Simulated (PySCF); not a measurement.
**Partial charges of `OCC1CCCC1`**

Species: C6H12O.
Z-matrix (Å and degrees, PBE0-D3(BJ)/def2-SVP geometry), rows numbered from 1:
```
O 
C   1  1.4041
C   2  1.5105  1  108.79
C   3  1.5281  2  114.92  1   -62.26
C   4  1.5358  3  104.46  2  -164.76
C   5  1.5491  4  105.73  3    23.42
C   3  1.5274  2  114.67  1   179.58
H   1  0.9611  2  108.52  3   175.30
H   2  1.1096  1  111.55  3   120.67
H   2  1.1110  1  111.61  3  -119.86
H   3  1.1065  2  107.52  1    58.54
H   4  1.0988  3  112.85  2    71.14
H   4  1.1049  3  108.44  2   -47.15
H   5  1.1010  4  110.42  3   -95.81
H   5  1.1003  4  111.78  3   146.06
H   6  1.1012  5  110.13  4  -116.66
H   6  1.1002  5  112.75  4   124.64
H   7  1.1050  3  108.81  2    48.63
H   7  1.1011  3  113.50  2   -70.46
```

Density: PBE0/pcSseg-1 (PySCF); schemes: Mulliken, IAO, Hirshfeld and ESP-fitted. Geometry: PBE0-D3(BJ)/def2-SVP, one conformer, isolated molecule.

Task: Atoms with like bonding are taken together and averaged. Which atoms carry the highest charge in the Mulliken, IAO, Hirshfeld and ESP-fitted schemes?

Result: All schemes agree: Mulliken H8 (+0.225); IAO H8 (+0.351); Hirshfeld H8 (+0.167); ESP-fitted H8 (+0.439).

Task: Which atoms carry the lowest charge in the Mulliken, IAO, Hirshfeld and ESP-fitted schemes?

Result: All schemes agree: Mulliken O1 (-0.443); IAO O1 (-0.550); Hirshfeld O1 (-0.225); ESP-fitted O1 (-0.660).

Task: For which atoms does the sign change between the 4 schemes (beyond +0.03 e in one, beyond −0.03 e in another)?

Result: C2 and C3.

Task: What partial charge does each atom carry?

Result: In e; atoms taken as equivalent share a row and are averaged (×n: the atom named and its like, n in all):

```tsv
atom	environment	Mulliken	IAO	Hirshfeld	ESP-fitted
O1	alcohol oxygen	-0.443	-0.550	-0.225	-0.660
C2	carbinol carbon (C–OH)	+0.138	-0.036	+0.001	-0.015
C3	sp3 CH carbon	-0.382	-0.104	-0.031	+0.330
C4/C7	ring CH2 carbon	-0.172	-0.256	-0.070	-0.134
C5/C6	ring CH2 carbon	-0.221	-0.262	-0.068	-0.070
H8	hydroxyl hydrogen	+0.225	+0.351	+0.167	+0.439
H9/H10	methylene hydrogen	+0.091	+0.107	+0.028	+0.033
H11	methine hydrogen	+0.123	+0.126	+0.034	-0.004
H12/H19	methylene hydrogen	+0.127	+0.137	+0.037	+0.028
H13/H18	methylene hydrogen	+0.106	+0.119	+0.031	+0.036
H14/H16	methylene hydrogen	+0.119	+0.130	+0.034	+0.026
H15/H17	methylene hydrogen	+0.119	+0.133	+0.035	+0.034
```

Mean size of the charges over all atoms: IAO 0.182 e, Mulliken 0.170 e, ESP-fitted 0.126 e, Hirshfeld 0.056 e. Each set sums to the total charge, 0, to within 0.001 e. The IAO scheme projects the occupied orbitals on a minimal set of polarised atomic orbitals and counts the electrons in each atom's part of it. The ESP scheme is a least-squares fit of atom-centred charges to the potential on four shells outside the van der Waals surface, with the total charge fixed.

Some averages cover members that differ in this geometry: C5/C6, ESP-fitted -0.242 to +0.103; C4/C7, ESP-fitted -0.271 to +0.003; H14/H16, ESP-fitted -0.005 to +0.057; H15/H17, ESP-fitted +0.005 to +0.063 e.

Task: How closely do the schemes follow one another over all atoms?

Result: Correlation coefficient and root-mean-square difference: IAO with Hirshfeld 0.97, 0.142 e; Mulliken with IAO 0.91, 0.090 e; Mulliken with Hirshfeld 0.87, 0.132 e; Hirshfeld with ESP-fitted 0.79, 0.163 e; IAO with ESP-fitted 0.71, 0.165 e; Mulliken with ESP-fitted 0.47, 0.212 e.

Task: How many electrons does the ESP-fitted scheme count on C2?

Result: Z − q = 6 − (-0.015) = 6.015.

Task: Sum the charges by element, for elements with more than one atom.

Result: 
```json
{"element": "C", "atoms": "6", "Mulliken": "-1.030", "IAO": "-1.176", "Hirshfeld": "-0.306", "ESP-fitted": "-0.092"}
{"element": "H", "atoms": "12", "Mulliken": "+1.473", "IAO": "+1.727", "Hirshfeld": "+0.531", "ESP-fitted": "+0.752"}
```

These values come from a run that also computed NMR shieldings. The run took about 23 s of CPU time (one thread, shared machine).
